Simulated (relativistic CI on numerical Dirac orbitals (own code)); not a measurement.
Calculated at this level of theory: Dirac-Coulomb-Breit CI, orbitals from a KLI potential per configuration, model QED, unscaled Slater integrals (own radial code, finite nucleus).

The strongest absorption lines from the ground level of an ion, among the configurations computed and to levels below about 915 eV (vacuum wavelength in Å, gf): 15.372 (0.0075), 22.651 (0.0092), 22.858 (0.034), 23.529 (0.0065), 27.283 (0.82), 27.358 (1.3), 28.623 (0.65), 30.224 (0.15).

(1) Which ion is it?
A. Os⁵³⁺
B. Er⁴⁵⁺
C. Hf⁴⁹⁺
D. Os⁵⁵⁺

## Answers

(1) A. Os⁵³⁺ has 23 electrons and the ground level 3s2 3p6 3d5 2D_5/2; the strongest line goes to 3s2 3p5 3d6 2D°_5/2. The pattern of lines fixes the number of electrons, and along that sequence the line energies rise steadily with the charge (about as its square where n changes within one kind of shell, about linearly where n is kept but much faster in heavy ions where fine structure, which grows about as Z⁴, sets the gap, and irregularly where shells cross), which fixes Z. Configurations outside the model, such as inner-shell arrays, can give stronger lines. At this charge energies of transitions that change n are usually good to better than 1 %, and those within a shell (Δn = 0) to a few per cent.

LS names give the leading component of a level, which can be under half, so a name can repeat, a term be missing and a line seem to break the LS rules.
